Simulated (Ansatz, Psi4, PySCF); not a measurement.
HClO, charge +1, doublet, at a GFN2-xTB geometry (a state made from the parent by changing its charge; the spin is typed, not shown lowest). Base run: BHANDHLYP/6-31G** (PySCF).

Here is a job for PySCF.
```python
from pyscf import gto, scf, dft

mol = gto.M(
    atom='''
O    -0.043832    1.021486    0.014691
H    -0.966721    1.402032    0.005034
Cl    0.077493   -0.563172   -0.007209
''',
    basis='6-31g**',
    charge=1,
    spin=1,
    verbose=3,
)

mf = dft.UKS(mol)
mf.xc = 'bhandhlyp'
mf.kernel()
```

The same geometry, method and basis name were run in Ansatz (an electronic-structure program) and Psi4 and PySCF, at each program's defaults and at the settings that a row names. The base is PySCF at its defaults. Differences at the defaults can come from grids, fitting, cores and function types together.

```tsv
code and settings	ΔE vs base (µEh)	basis functions	E (Eh)	SCF cycles
PySCF, defaults (exact integrals, its default grid, spherical functions)	0.0	37	-535.48411	12
Psi4, defaults (density fitting with its default set, its default grid, Cartesian functions)	-3036	39	-535.48714	10
Ansatz, defaults (factorised integrals, its default grid, Cartesian functions)	-3146	39	-535.48725	-
PySCF, density fitting with def2-universal-jkfit	20.9	37	-535.48409	12
PySCF, fine grid	0.0	37	-535.48411	12
Psi4, exact integrals, spherical functions, fine grid	0.0	37	-535.48411	16
Ansatz, high accuracy, Cartesian functions as the basis file defines them	-3147	39	-535.48725	-
```

Open shells are given as the SCF converged; they aren't shown to be the lowest states, and a large step between rows can be another state.
